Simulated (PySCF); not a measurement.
C$_{3}$H$_{2}$N (SMILES [CH]=CC#N), doublet (typed; the unrestricted solution is spin-contaminated), geometry from GFN2-xTB; CCSD(T)/STO-3G (PySCF).

Here is a job for PySCF.
```python
from pyscf import gto, scf, cc

mol = gto.Mole()
mol.atom = '''
    C    -0.113138   -1.673188    0.009367
    C     0.548551   -0.556984   -0.005074
    C    -0.072797    0.716799   -0.002318
    H     0.061678   -2.721787    0.011804
    H     1.644219   -0.484411   -0.020722
    N    -0.554513    1.755205   -0.000419
'''
mol.basis = 'sto-3g'
mol.charge = 0
mol.spin = 1
mol.verbose = 4
mol.build()

mf = scf.UHF(mol)
mf.kernel()

mycc = cc.CCSD(mf)
mycc.kernel()
et = mycc.ccsd_t()
print('E(CCSD(T)) = %.10f' % (mycc.e_tot + et))
```

**Question.** Predict the main parts of the log of this PySCF run.

**Answer.** 
```
PySCF version 2.14.0

[INPUT] verbose = 4
[INPUT] num. atoms = 6
[INPUT] num. electrons = 27
[INPUT] charge = 0
[INPUT] spin (= nelec alpha-beta = 2S) = 1
[INPUT] symmetry False subgroup None
[INPUT] Mole.unit = angstrom
[INPUT] Symbol           X                Y                Z      unit          X                Y                Z       unit  Magmom
[INPUT]  1 C     -0.113138000000  -1.673188000000   0.009367000000 AA   -0.213799834281  -3.161867074909   0.017701064609 Bohr   0.0
[INPUT]  2 C      0.548551000000  -0.556984000000  -0.005074000000 AA    1.036611155356  -1.052547215765  -0.009588470356 Bohr   0.0
[INPUT]  3 C     -0.072797000000   0.716799000000  -0.002318000000 AA   -0.137566392690   1.354553796362  -0.004380385157 Bohr   0.0
[INPUT]  4 H      0.061678000000  -2.721787000000   0.011804000000 AA    0.116554527911  -5.143431999402   0.022306327174 Bohr   0.0
[INPUT]  5 H      1.644219000000  -0.484411000000  -0.020722000000 AA    3.107123598806  -0.915404121727  -0.039158904753 Bohr   0.0
[INPUT]  6 N     -0.554513000000   1.755205000000  -0.000419000000 AA   -1.047877702511   3.316856742467  -0.000791795246 Bohr   0.0

nuclear repulsion = 84.0489587694339
number of shells = 14
number of NR pGTOs = 66
number of NR cGTOs = 22
basis = sto-3g
ecp = {}

******** <class 'pyscf.scf.uhf.UHF'> ********
method = UHF
initial guess = minao
damping factor = 0
level_shift factor = 0
DIIS = <class 'pyscf.scf.diis.CDIIS'>
diis_start_cycle = 1
diis_space = 8
diis_damp = 0
SCF conv_tol = 1e-09
SCF conv_tol_grad = None
SCF max_cycles = 50
direct_scf = True
direct_scf_tol = 1e-13
number electrons alpha = 14  beta = 13
Set gradient conv threshold to 3.16228e-05
init E= -167.807786701725

cycle= 1 E= -166.835586001682  delta_E= 0.972  |g|= 0.421  |ddm|=  2.6
cycle= 2 E= -166.891842730308  delta_E= -0.0563  |g|= 0.376  |ddm|= 0.808
cycle= 3 E= -166.964757163157  delta_E= -0.0729  |g|= 0.0484  |ddm|= 0.394
cycle= 4 E= -166.969018322832  delta_E= -0.00426  |g|= 0.0235  |ddm|= 0.127
cycle= 5 E= -166.970665154552  delta_E= -0.00165  |g|= 0.0223  |ddm|= 0.0591
cycle= 6 E= -166.971935297591  delta_E= -0.00127  |g|= 0.0222  |ddm|= 0.0446
cycle= 7 E= -166.971817540043  delta_E= 0.000118  |g|= 0.0222  |ddm|= 0.00411
cycle= 8 E= -166.964759756554  delta_E= 0.00706  |g|= 0.0182  |ddm|= 0.275
cycle= 9 E= -166.960290199302  delta_E= 0.00447  |g|= 0.0143  |ddm|= 0.258
cycle= 10 E= -166.958390601396  delta_E= 0.0019  |g|= 0.0154  |ddm|= 0.127
cycle= 11 E= -166.966900640386  delta_E= -0.00851  |g|= 0.021  |ddm|= 0.49
cycle= 12 E= -166.967091006031  delta_E= -0.00019  |g|= 0.0213  |ddm|= 0.00929
cycle= 13 E= -166.966974931973  delta_E= 0.000116  |g|= 0.0216  |ddm|= 0.00884
cycle= 14 E= -166.964157863773  delta_E= 0.00282  |g|= 0.019  |ddm|= 0.136
cycle= 15 E= -166.962831718951  delta_E= 0.00133  |g|= 0.0178  |ddm|= 0.0874
cycle= 16 E= -166.962129685788  delta_E= 0.000702  |g|= 0.016  |ddm|= 0.0733
cycle= 17 E= -166.959019169651  delta_E= 0.00311  |g|= 0.0135  |ddm|= 0.301
cycle= 18 E= -166.951743186315  delta_E= 0.00728  |g|= 0.0289  |ddm|= 0.337
cycle= 19 E= -166.960194100094  delta_E= -0.00845  |g|= 0.0114  |ddm|= 0.42
cycle= 20 E= -166.959260334845  delta_E= 0.000934  |g|= 0.0122  |ddm|= 0.0915
cycle= 21 E= -166.959278461503  delta_E= -1.81e-05  |g|= 0.0122  |ddm|= 0.00191
cycle= 22 E= -166.95980074683  delta_E= -0.000522  |g|= 0.0116  |ddm|= 0.0371
cycle= 23 E= -166.958937635586  delta_E= 0.000863  |g|= 0.0123  |ddm|= 0.0601
cycle= 24 E= -166.958321140812  delta_E= 0.000616  |g|= 0.0125  |ddm|= 0.0605
cycle= 25 E= -166.960487125634  delta_E= -0.00217  |g|= 0.011  |ddm|= 0.167
cycle= 26 E= -166.965852575119  delta_E= -0.00537  |g|= 0.0166  |ddm|= 0.33
cycle= 27 E= -166.962097983064  delta_E= 0.00375  |g|= 0.0128  |ddm|= 0.221
cycle= 28 E= -166.960799832034  delta_E= 0.0013  |g|= 0.0122  |ddm|= 0.093
cycle= 29 E= -166.961019272917  delta_E= -0.000219  |g|= 0.0123  |ddm|= 0.0193
cycle= 30 E= -166.96071487273  delta_E= 0.000304  |g|= 0.0122  |ddm|= 0.0232
cycle= 31 E= -166.960858627463  delta_E= -0.000144  |g|= 0.0123  |ddm|= 0.0119
cycle= 32 E= -166.957534065806  delta_E= 0.00332  |g|= 0.0153  |ddm|= 0.225
cycle= 33 E= -166.960031995859  delta_E= -0.0025  |g|= 0.0119  |ddm|= 0.164
cycle= 34 E= -166.959199446802  delta_E= 0.000833  |g|= 0.0127  |ddm|= 0.0677
cycle= 35 E= -166.962645693901  delta_E= -0.00345  |g|= 0.0127  |ddm|= 0.243
cycle= 36 E= -166.958896200702  delta_E= 0.00375  |g|= 0.0121  |ddm|= 0.262
cycle= 37 E= -166.959022563816  delta_E= -0.000126  |g|= 0.012  |ddm|= 0.00916
cycle= 38 E= -166.956968669476  delta_E= 0.00205  |g|= 0.0157  |ddm|= 0.124
cycle= 39 E= -166.960481962164  delta_E= -0.00351  |g|= 0.0114  |ddm|= 0.236
cycle= 40 E= -166.962204903521  delta_E= -0.00172  |g|= 0.012  |ddm|= 0.119
cycle= 41 E= -166.961168401619  delta_E= 0.00104  |g|= 0.0114  |ddm|= 0.0714
cycle= 42 E= -166.958239968016  delta_E= 0.00293  |g|= 0.0127  |ddm|= 0.21
cycle= 43 E= -166.963858331729  delta_E= -0.00562  |g|= 0.014  |ddm|= 0.382
cycle= 44 E= -166.958388270332  delta_E= 0.00547  |g|= 0.0132  |ddm|= 0.368
cycle= 45 E= -166.95992828417  delta_E= -0.00154  |g|= 0.0119  |ddm|= 0.113
cycle= 46 E= -166.960316021061  delta_E= -0.000388  |g|= 0.0121  |ddm|= 0.0338
cycle= 47 E= -166.960189556523  delta_E= 0.000126  |g|= 0.0123  |ddm|= 0.00931
cycle= 48 E= -166.959397904304  delta_E= 0.000792  |g|= 0.0125  |ddm|= 0.0574
cycle= 49 E= -166.95418183035  delta_E= 0.00522  |g|= 0.0233  |ddm|= 0.27
cycle= 50 E= -166.956433904434  delta_E= -0.00225  |g|= 0.0168  |ddm|= 0.0978
SCF not converged.
SCF energy = -166.956433904434 after 50 cycles  <S^2> = 1.1279208  2S+1 = 2.3476975

******** <class 'pyscf.cc.uccsd.UCCSD'> ********
CC2 = 0
CCSD nocc = (np.int64(14), np.int64(13)), nmo = (22, 22)
max_cycle = 50
direct = 0
conv_tol = 1e-07
conv_tol_normt = 1e-06
diis_space = 6
diis_start_cycle = 0
diis_start_energy_diff = 1e+09
Init t2, MP2 energy = -0.21228613073144
Init E_corr(UCCSD) = -0.212696451840604
cycle = 1  E_corr(UCCSD) = -0.23592874896057  dE = -0.0232322971  norm(t1,t2) = 0.127333
cycle = 2  E_corr(UCCSD) = -0.254076678230548  dE = -0.0181479293  norm(t1,t2) = 0.0850919
cycle = 3  E_corr(UCCSD) = -0.290411033494012  dE = -0.0363343553  norm(t1,t2) = 0.0646894
cycle = 4  E_corr(UCCSD) = -0.291319323253155  dE = -0.000908289759  norm(t1,t2) = 0.0191027
cycle = 5  E_corr(UCCSD) = -0.291206533828038  dE = 0.000112789425  norm(t1,t2) = 0.00878443
cycle = 6  E_corr(UCCSD) = -0.291897835941735  dE = -0.000691302114  norm(t1,t2) = 0.00326998
cycle = 7  E_corr(UCCSD) = -0.291718204615858  dE = 0.000179631326  norm(t1,t2) = 0.0014226
cycle = 8  E_corr(UCCSD) = -0.291715591650224  dE = 2.61296563e-06  norm(t1,t2) = 0.000555236
cycle = 9  E_corr(UCCSD) = -0.291704600962622  dE = 1.09906876e-05  norm(t1,t2) = 0.000265933
cycle = 10  E_corr(UCCSD) = -0.291724872318002  dE = -2.02713554e-05  norm(t1,t2) = 0.000135945
cycle = 11  E_corr(UCCSD) = -0.291736037836882  dE = -1.11655189e-05  norm(t1,t2) = 7.69439e-05
cycle = 12  E_corr(UCCSD) = -0.291741467474083  dE = -5.4296372e-06  norm(t1,t2) = 5.23381e-05
cycle = 13  E_corr(UCCSD) = -0.291738999377931  dE = 2.46809615e-06  norm(t1,t2) = 3.37464e-05
cycle = 14  E_corr(UCCSD) = -0.291734353376998  dE = 4.64600093e-06  norm(t1,t2) = 1.77981e-05
cycle = 15  E_corr(UCCSD) = -0.291732701871614  dE = 1.65150538e-06  norm(t1,t2) = 8.40514e-06
cycle = 16  E_corr(UCCSD) = -0.291732593825878  dE = 1.08045736e-07  norm(t1,t2) = 4.46101e-06
cycle = 17  E_corr(UCCSD) = -0.291732978512313  dE = -3.84686435e-07  norm(t1,t2) = 2.5758e-06
cycle = 18  E_corr(UCCSD) = -0.291733080195115  dE = -1.01682801e-07  norm(t1,t2) = 1.45974e-06
cycle = 19  E_corr(UCCSD) = -0.291733049664887  dE = 3.05302277e-08  norm(t1,t2) = 8.56507e-07
UCCSD converged
E(UCCSD) = -167.2481669540985  E_corr = -0.2917330496648872
UCCSD(T) correction = -0.00459544877302928
E(CCSD(T)) = -167.2527624029
```

Convergence was not reached.
